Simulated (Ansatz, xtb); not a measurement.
# CH3ClF2Si: where a starting geometry ends

The starting geometry of this gas-phase singlet has its atoms placed at random.

```
atom    x (Å)    y (Å)    z (Å)
   C   0.2598   1.4950   0.6484
  Cl   0.0444  -0.5856   1.6636
   F   1.4487  -0.4963   0.7131
   F  -1.2155  -0.9879  -0.0195
  Si   0.3621  -0.7633  -0.4320
   H  -0.6507   0.8463   1.7526
   H   1.7986  -0.6527   0.0057
   H  -0.2465  -1.8077  -1.1450
```

**Question.** Guess where an optimisation with r2SCAN-D4/def2-SVP ends from this start.

**Answer.** It loosens into CH2ClFSi + FH, which stay close as a complex. Distances that change by over a tenth: F3–H7 (0.80 → 0.97 Å). Contacts that open: Cl2–F3 (1.70 → 3.34 Å), Cl2–H6 (1.59 → 2.63 Å), F3–Si5 (1.60 → 3.05 Å), Si5–H7 (1.51 → 2.62 Å). Contacts that close: C1–Si5 (2.51 → 1.81 Å), C1–H6 (1.57 → 1.10 Å).

The energy falls by 20.62 eV over 21 steps:

```csv
step,E − E(last) (eV)
1,20.621
3,7.217
5,2.450
8,0.745
10,0.446
12,0.159
14,0.046
17,0.002
19,0.000
21,0.000
```

Final geometry (Å):

```xyz
8

C     0.3593    0.6723    0.6267
Cl   -0.0697   -0.8919    2.1234
F     2.4919   -0.7441   -0.0100
F    -2.1580   -0.8651   -0.1554
Si   -0.5551   -0.7684    0.0356
H    -0.2380    1.5006    1.0474
H     1.9358   -0.0098    0.2866
H     0.0347   -1.8460   -0.7676
```

From the same start GFN2-xTB ends elsewhere, in pieces: CH2ClFSi + FH.

From so rough a start the end depends on the optimiser's path, so another program may land elsewhere. The end wasn't checked by frequencies. Run with Ansatz 0.2.0, 80 s on 1 thread of Intel(R) Xeon(R) Platinum 8259CL CPU @ 2.50GHz (Skylake/Cascade Lake) (shared host).
